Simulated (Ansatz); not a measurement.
C2H7ClO2SSi (SMILES CO[Si](S)(Cl)OC), singlet, geometry from GFN2-xTB; SC-NEVPT2/STO-3G, CASSCF(2,4) (Ansatz, an electronic-structure program).

Ansatz was given this input:
Ansatz 0.2 input:
```yaml
crystal:
  periodic: [false, false, false]
  atoms:
    - {symbol: C, position_ang: [-2.26694422, -1.30825456, 0.54939862]}
    - {symbol: O, position_ang: [-0.86370134, -1.21901585, 0.51672949]}
    - {symbol: Si, position_ang: [0.07095648, 0.01481231, 0.06685751]}
    - {symbol: S, position_ang: [-0.47926478, 1.76234063, 1.16558314]}
    - {symbol: Cl, position_ang: [-0.07737564, 0.28356876, -1.93963033]}
    - {symbol: O, position_ang: [1.59312416, -0.27484411, 0.48876541]}
    - {symbol: C, position_ang: [2.48242175, -1.24013283, -0.01602191]}
    - {symbol: H, position_ang: [-2.68556414, -0.48605845, 1.13203477]}
    - {symbol: H, position_ang: [-2.52070247, -2.25831577, 1.01732003]}
    - {symbol: H, position_ang: [-2.67425515, -1.27357657, -0.46256601]}
    - {symbol: H, position_ang: [0.59006082, 2.48447365, 0.87728945]}
    - {symbol: H, position_ang: [2.14573280, -2.24081030, 0.25463681]}
    - {symbol: H, position_ang: [3.45750378, -1.04502554, 0.42807573]}
    - {symbol: H, position_ang: [2.54920803, -1.16497415, -1.10262981]}
basis:
  gaussian:
    orbitals: STO-3G
magnetization: {spin_polarized: false}
correlation: {method: sc_nevpt2, electrons: all, active_space: {window: {electrons: 2, orbitals: 4}}}
```

**Question.** Predict the main parts of the log of this Ansatz run.

**Answer.** 
```
Functional definition: HF
683 factors; integrals over basis functions are off by at most 2.6e-5 eV
mean field evaluation 1: about -37005.0049 eV, gradient 3.2e1 eV
mean field evaluation 2: about -37005.2566 eV, gradient 3.2e1 eV
mean field evaluation 4: about -37009.0302 eV, gradient 1.6e0 eV
mean field evaluation 8: about -37009.0408 eV, gradient 5.4e-4 eV
mean field -37009.04079245 eV, -1360.0571634936 hartree, gradient 1.5e-6 eV, S^2 0.000000; 0 other end points of the search recorded, 0 dependent functions left out
reference -37009.04079245 eV, -1360.0571634936 hartree; 41, 41 occupied and 13, 13 virtual orbitals, 683 factors
state -37009.53447691 eV, -1360.0753060629 hartree
state -37009.53447691 eV, -1360.0753060629 hartree; corrected -37015.42792577 eV, -1360.2918863140 hartree
state -37009.37799816 eV, -1360.0695555749 hartree
state -37009.37799816 eV, -1360.0695555749 hartree; corrected -37015.40984360 eV, -1360.2912218062 hartree
state -37009.53447691 eV, -1360.0753060629 hartree; corrected -37015.42792577 eV, -1360.2918863140 hartree
WARN: 1 active orbitals are nearly empty or full. The corrections depend on them more than the energy does, and are more stable in an active space without them
Total energy: -37015.42792577 eV, -1360.2918863140 hartree
```
